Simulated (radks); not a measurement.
Effect of the nuclear size on neutral thulium, [Xe] 4f13 6s2. Calculated with a radial shooting solver on a logarithmic mesh with Libxc functionals: Dirac Kohn-Sham, relativistic LDA (MacDonald-Vosko exchange, VWN5 correlation), spin-unpolarised, spherical densities, finite nucleus; open shells are shared between the two j in proportion to 2j + 1; Fermi nuclear charge, rms radius 5.2256 fm. The rms radius is varied about that value; shifts are against it.

rms radius (fm)  total energy shift (eV)  density at nucleus (e/bohr^3)  1s1/2 shift (meV)  2s1/2 shift (meV)  5s1/2 shift (meV)  5p1/2 shift (meV)  6s1/2 shift (meV)  4f7/2 shift (meV)  6p1/2 (empty) shift (meV)
4.5515                             -8.36                       9.76e+05              -3400               -458              -3.51              0.353             -0.138              0.611                      0.119
5.0427                             -2.35                      9.466e+05               -955               -129             -0.986              0.099             -0.039              0.172                      0.033
5.2256                                 0                      9.366e+05              0.000              0.000              0.000              0.000              0.000              0.000                      0.000
5.6018                              5.02                      9.174e+05               2040                275               2.10             -0.211              0.083             -0.367                     -0.071
5.8109                              7.91                      9.074e+05               3220                433               3.32             -0.333              0.130             -0.578                     -0.113

Slopes of the eigenvalues against <r^2> in GHz/fm^2, as finite differences over the two radii next to the reference (eigenvalue slopes, not the field-shift constants of lines): 1s1/2 122000, 2s1/2 16400, 5s1/2 126, 5p1/2 -12.6, 6s1/2 4.93, 4f7/2 -21.9, 6p1/2 (empty) -4.26.
